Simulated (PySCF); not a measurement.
Compound: C₅H₁₂SSi.
Geometry (GFN2-xTB, Å), atoms numbered from 1 in this order:
```
atom  x, y, z in Å
C1    -1.1019    0.9372   -1.4572
C2    -1.3028   -0.4919   -0.9846
C3    -2.1439   -0.5673    0.2786
S4     0.3014   -1.3703   -0.7763
C5     1.0490   -0.5371    0.6321
C6     2.5689   -0.6899    0.7349
Si7    2.0202    1.0830    0.4476
H8    -0.6454    1.5359   -0.6703
H9    -0.4584    0.9623   -2.3335
H10   -2.0619    1.3815   -1.7146
H11   -1.7747   -1.0798   -1.7769
H12   -1.7018    0.0362    1.0689
H13   -2.2221   -1.5956    0.6246
H14   -3.1454   -0.1902    0.0786
H15    0.5040   -0.7626    1.5413
H16    3.0286   -1.2314   -0.0801
H17    2.9411   -1.0254    1.6933
H18    1.9605    1.9826    1.5850
H19    2.1747    1.6320   -0.8839
```

Computed with TDDFT CAM-B3LYP/def2-SVPD, vertical, gas phase, core orbitals frozen in the response in PySCF 2.14.0, density-fitted response routines.

Ground-to-excited transition dipoles (e·a0, same axes as the geometry; the sign carries no meaning), for the states with f of 0.002 or more among the lowest 7:

```
state  E (hartree)      μx      μy      μz
   S1       0.1886  -0.345  -0.442  -0.116
   S2       0.1994   0.234   0.669   0.076
   S3       0.2117  -0.226  -0.397   0.066
   S4       0.2245  -0.225   0.009   0.031
   S5       0.2261  -0.065  -0.098   0.237
   S6       0.2344  -0.451  -0.378  -0.203
   S7       0.2435  -0.029  -0.187   0.007
```

(1) What oscillator strength does each state have?

(2) Which bond between heavy atoms lies closest to the direction of the S2 transition dipole?

(3) What angle do the transition dipoles of S1 and S2 make?

(4) How is the summed strength of these states shared among x, y and z?

Answers

(1) f = (2/3) ΔE |μ|² with ΔE in hartree (27.2114 eV).

```json
{"state": "S1", "|μ|² (au)": "0.328", "|μ| (D)": "1.46", "f": "0.041"}
{"state": "S2", "|μ|² (au)": "0.508", "|μ| (D)": "1.81", "f": "0.067"}
{"state": "S3", "|μ|² (au)": "0.213", "|μ| (D)": "1.17", "f": "0.030"}
{"state": "S4", "|μ|² (au)": "0.052", "|μ| (D)": "0.58", "f": "0.008"}
{"state": "S5", "|μ|² (au)": "0.070", "|μ| (D)": "0.67", "f": "0.011"}
{"state": "S6", "|μ|² (au)": "0.387", "|μ| (D)": "1.58", "f": "0.061"}
{"state": "S7", "|μ|² (au)": "0.036", "|μ| (D)": "0.48", "f": "0.006"}
```

(2) C5–Si7, at 16° from it; next C1–C2 at 27°.

(3) |cos θ| = |μa·μb| / (|μa| |μb|) = 0.94, so θ ≈ 19° (taken between 0 and 90°, since the signs are arbitrary).

(4) (2/3) Σ ΔE μα² gives 0.069 for x, 0.136 for y and 0.018 for z, 0.223 in all.

The run took 2.2 min of wall time (with the writing of density and orbital grids) on one thread of an Arm Neoverse N1, on a shared host, and the process peaked at 1.1 GiB of memory.

One conformer stands for the species.

Without π bonds the low states may be Rydberg-like; a valence basis with one diffuse set may place them up to an eV too high.
